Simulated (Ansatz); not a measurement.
Diatomic MgB, multiplicity 2 (lowest of 2S+1 = 2, 4 at CCSD(T)/def2-TZVPP on PBE0 minima; our sources give no spin for the ground state, which may be another). The T1 diagnostic near the minimum is 0.063, so single-reference values are doubtful.

Seven points along R, fitted to fifth degree in 1/R; most abundant isotopes. In def2 and cc sets the state is the lowest found near the PBE0 minimum, followed along R.

Run with Ansatz (a program for electronic structure). 

Energies at B97M-V/def2-TZVPP:

```
R (Å)       E (hartree)
--------  -------------
2.210850  -224.71330506
2.270282  -224.71497364
2.324959  -224.71581168
2.386767  -224.71611588
2.448576  -224.71588175
2.519894  -224.71510457
2.603098  -224.71370867
```

With a reduced mass of 7.5458 u, find the minimum, the force constant and the constants.

A fifth-degree polynomial in 1/R puts the minimum at r_e = 2.3882 Å with force constant 60.8 N/m. Then ω_e = (1/2πc)√(k/μ) = 370 cm⁻¹ and B_e = h/(8π²cμr_e²) = 0.3917 cm⁻¹; the cubic and quartic terms give α_e = 0.0057 and ω_e x_e = 4.4 cm⁻¹.

Doubts at one or more of the structures used: a spin-contaminated determinant (B97M-V/def2-TZVPP).
